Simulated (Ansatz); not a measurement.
`C[N](C)[In]([CH3])[Br]` + HBr → `[CH3][In]([Br])[Br]` + dimethylamine  (ligand exchange at the In–N bond)

Isolated molecules relaxed with PBE0-D4/def2-TZVP in Ansatz; ΔE leaves out vibrations. CCSD(T)/CBS adds triple-zeta CCSD(T) − MP2 to the extrapolated MP2 energy (def2 sets, frozen cores). Functionals use def2-TZVPP. Elements past krypton have def2 core potentials. For Br, In outer-core shells are correlated without core-valence functions, which leaves a few kJ/mol of doubt a bond. Scalar relativity is left out up to krypton. Each species was taken in one conformer, which may not be the lowest.

| level | ΔE (kcal/mol) |
| --- | --- |
| BHLYP-D4 | -33.4 |
| HF/def2-TZVPP | -39.3 |
| SCS-MP2/def2-TZVPP | -28.8 |
| CCSD/def2-TZVPP | -29.5 |

Problem. What does CCSD(T)/CBS give? (An estimate is asked.)

Solution. The calculation gave: -28.6 kcal/mol. The listed levels differ from it by -4.8, -10.7, -0.2, -0.9 kcal/mol.

Largest T1 diagnostic among the species: 0.013.

Leaving LDA and LC-ωPBE aside and taking each functional with its dispersion term where it has one, the values, not all of them listed here, spread over 4.6 kcal/mol, from BHLYP-D4 to BLYP-D4. LDA lies +4.1 kcal/mol from PBE without D4. In def2-TZVPP, CCSD(T) changes the Hartree–Fock value by +11.3 kcal/mol (the triples alone add +1.5 kcal/mol) and MP2 by +11.5 kcal/mol.
